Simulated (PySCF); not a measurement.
SMILES Cc1ccsc1-c1ccccn1 (C10H9NS), GFN2-xTB optimised geometry.

```
21

C      0.49    -2.40     0.00
C      1.30    -1.15     0.00
C      2.72    -1.15     0.00
C      3.26     0.09     0.00
S      2.06     1.31     0.00
C      0.79     0.12     0.00
C     -0.60     0.54     0.00
C     -0.95     1.89     0.00
C     -2.29     2.24     0.00
C     -3.24     1.23     0.00
C     -2.79    -0.08     0.00
N     -1.52    -0.43     0.00
H     -0.15    -2.43    -0.87
H     -0.16    -2.43     0.87
H      1.14    -3.27     0.00
H      3.31    -2.06     0.00
H      4.30     0.37     0.00
H     -0.18     2.65     0.01
H     -2.58     3.27     0.00
H     -4.30     1.45     0.00
H     -3.49    -0.91    -0.01
```

Density from B3LYP/def2-SVP run with PySCF at that geometry.

Minimum of the electron density along straight lines between bonded atoms, close to the bond critical point (lines longer than 1.1 times the sum of covalent radii, or with two minima, are not listed):

```csv
bond,length / Å,ρ at the minimum / e bohr⁻³,∇²ρ there / e bohr⁻⁵,position (fraction from the first atom)
C1–C2,1.489,0.259,-0.62,0.48
C2–C3,1.414,0.298,-0.74,0.50
C3–C4,1.357,0.326,-0.84,0.49
C2–C6,1.377,0.316,-0.78,0.49
S5–C6,1.744,0.208,-0.42,0.54
C6–C7,1.446,0.284,-0.71,0.50
C7–C8,1.402,0.308,-0.79,0.51
C8–C9,1.380,0.317,-0.82,0.50
C9–C10,1.388,0.312,-0.81,0.50
C10–C11,1.386,0.316,-0.82,0.50
C7–N12,1.335,0.346,-1.11,0.36
C11–N12,1.318,0.354,-0.99,0.35
C1–H13,1.088,0.278,-1.03,0.63
C1–H14,1.088,0.278,-1.03,0.63
C1–H15,1.087,0.278,-1.02,0.62
C3–H16,1.076,0.284,-1.09,0.63
C4–H17,1.072,0.286,-1.12,0.64
C8–H18,1.080,0.284,-1.08,0.63
C9–H19,1.081,0.285,-1.10,0.63
C10–H20,1.079,0.284,-1.08,0.63
C11–H21,1.083,0.287,-1.12,0.64
```
